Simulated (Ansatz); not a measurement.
Reaction (cleavage of the B–Si bond): `CB[SiH](C)Cl` + `CCS` → `CBSCC` + `C[SiH2]Cl`

Calculated with Ansatz (gas phase, PBE0-D4/def2-TZVP geometries, no zero-point term in ΔE). CCSD(T)/CBS is the MP2 limit (def2-TZVPP, def2-QZVPP) plus CCSD(T) − MP2 in def2-TZVPP, frozen cores. DFT in def2-TZVPP. B3LYP here is the variant with VWN-RPA as its local correlation; programs differ in this. Each species was taken in one conformer, which may not be the lowest.

`CB[SiH](C)Cl`:

Cartesian coordinates in Å:
```
C 0.710 0.295 -2.146
B 0.859 0.475 -0.617
Si -0.674 0.363 0.685
C -0.409 -0.932 2.007
Cl -2.444 -0.088 -0.312
H 0.541 1.331 -2.494
H -0.164 -0.271 -2.470
H 1.610 -0.044 -2.664
H 1.933 0.764 -0.159
H -0.901 1.689 1.329
H 0.487 -0.696 2.587
H -1.263 -0.964 2.687
H -0.284 -1.923 1.566
```

`CCS`:

Cartesian coordinates in Å:
```
C -0.442 0.844 -0.142
C -0.203 -0.587 0.293
S 1.546 -1.014 0.507
H 0.006 1.546 0.564
H -1.514 1.052 -0.205
H -0.005 1.033 -1.125
H -0.643 -0.772 1.275
H -0.661 -1.296 -0.399
H 1.917 -0.807 -0.767
```

`CBSCC`:

```xyz
14

C    -2.563    1.105   -0.873
B    -1.094    0.977   -0.363
S    -0.365   -0.618   -0.135
C     1.323   -0.278    0.459
C     2.070   -1.575    0.690
H    -3.069    0.156   -1.061
H    -2.582    1.696   -1.796
H    -3.157    1.676   -0.150
H    -0.428    1.943   -0.115
H     1.245    0.300    1.380
H     1.825    0.338   -0.288
H     1.566   -2.194    1.436
H     2.146   -2.156   -0.231
H     3.082   -1.370    1.047
```

`C[SiH2]Cl`:

Z-matrix (Å, degrees):
```
C
Si 1 1.857
H 1 1.092 2 110.8
H 1 1.094 2 110.0 3 119.8
H 1 1.092 2 110.8 3 -120.4
Cl 2 2.062 1 109.6 3 60.1
H 2 1.483 1 111.6 3 178.7
H 2 1.483 1 111.5 3 -58.5
```

(1) Is it downhill or uphill in electronic energy at CCSD(T)/CBS, and by how much? (Estimate.)

(2) What do these levels give: PBE-D4, r2SCAN-D4, B3LYP-D4, ωB97X-V, B2PLYP, HF/def2-TZVPP, MP2/def2-TZVPP, SCS-MP2/def2-TZVPP, CCSD/def2-TZVPP, SCS-MP2/def2-QZVPP, MP2/CBS(def2), CCSD/CBS(def2)? (An estimate is asked.)

Largest T1 diagnostic among the species: 0.012.

Answers

(1) Computed: Downhill: ΔE = -29.0 kcal/mol.

(2) Ansatz gave: PBE-D4 -28.3, r2SCAN-D4 -29.7, B3LYP-D4 -28.5, ωB97X-V -28.1, B2PLYP -29.9, HF/def2-TZVPP -28.5, MP2/def2-TZVPP -31.1, SCS-MP2/def2-TZVPP -30.2, CCSD/def2-TZVPP -28.5, SCS-MP2/def2-QZVPP -30.1, MP2/CBS(def2) -31.0, CCSD/CBS(def2) -28.4 kcal/mol.
